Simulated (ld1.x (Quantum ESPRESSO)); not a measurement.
Logarithmic derivatives: Sb, TM semilocal

- Element: Sb
- Generator: ld1.x (Quantum ESPRESSO) 7.5
- Type: norm-conserving Troullier–Martins (semilocal form)
- Functional: LDA (PZ)
- Relativity: scalar-relativistic
- Frozen core: [Kr]
- Valence charge: 15
- Reference configuration: 4d10 5s2 5p3
- Partial waves: 5s (bound): rc 1.90 bohr; 4d (bound): rc 1.25 bohr; 5p (bound): rc 2.35 bohr
- Local potential: the p channel
- Core correction: Bessel-smoothed model core inside 0.80 bohr

The phase is arctan(r·u′/u) with u = r·R(r), unwrapped; energies in Ry, scanned from -4 to 5 Ry. A pole is an energy at which the radial function vanishes at the test radius. The pseudo phase is shifted by a multiple of π to meet the all-electron one at the reference energy, and phase errors are pseudo minus all-electron; the curves can meet again beyond the range given. Levels narrower than the energy grid can be missing from the lists of poles.

Q: For each channel, where are the poles, and over which energies does the pseudopotential scatter like the atom?

A:

```
channel  radius (bohr)  reference energy (Ry)  poles, all-electron  poles, pseudo  unbroken range about the reference energy with phases within 0.05 rad  phase error 1 Ry above the reference energy (rad)
      s           2.55                  -0.96                 0.35           0.33                                                              below 2.5                                             -0.002
      p           2.55                  -0.37                 1.67           1.59                                                              below 3.3                                             -0.005
      d           2.55                  -2.47          -2.41, 4.04    -2.41, 4.04                                                        the whole range                                             +0.000
```

Phases in the s channel:

| E (Ry) | all-electron | pseudo |
| --- | --- | --- |
| -4.00 | 1.325 | 1.324 |
| -3.76 | 1.311 | 1.310 |
| -3.52 | 1.295 | 1.294 |
| -3.28 | 1.276 | 1.275 |
| -3.04 | 1.252 | 1.251 |
| -2.80 | 1.222 | 1.221 |
| -2.56 | 1.182 | 1.180 |
| -2.32 | 1.126 | 1.124 |
| -2.08 | 1.042 | 1.040 |
| -1.84 | 0.903 | 0.901 |
| -1.60 | 0.644 | 0.641 |
| -1.36 | 0.125 | 0.122 |
| -1.12 | -0.581 | -0.582 |
| -0.88 | -1.036 | -1.036 |
| -0.64 | -1.263 | -1.263 |
| -0.40 | -1.389 | -1.390 |
| -0.16 | -1.468 | -1.470 |
| 0.08 | -1.524 | -1.527 |
| 0.32 | -1.567 | -1.570 |
| 0.56 | -1.601 | -1.605 |
| 0.80 | -1.630 | -1.636 |
| 1.04 | -1.657 | -1.664 |
| 1.28 | -1.682 | -1.692 |
| 1.52 | -1.707 | -1.720 |
| 1.76 | -1.733 | -1.750 |
| 2.00 | -1.761 | -1.783 |
| 2.24 | -1.792 | -1.823 |
| 2.48 | -1.828 | -1.872 |
| 2.72 | -1.872 | -1.937 |
| 2.96 | -1.927 | -2.030 |
| 3.20 | -2.002 | -2.174 |
| 3.44 | -2.107 | -2.419 |
| 3.68 | -2.267 | -2.852 |
| 3.92 | -2.525 | -3.443 |
| 4.16 | -2.930 | -3.906 |
| 4.40 | -3.428 | -4.171 |
| 4.64 | -3.830 | -4.323 |
| 4.88 | -4.085 | -4.420 |
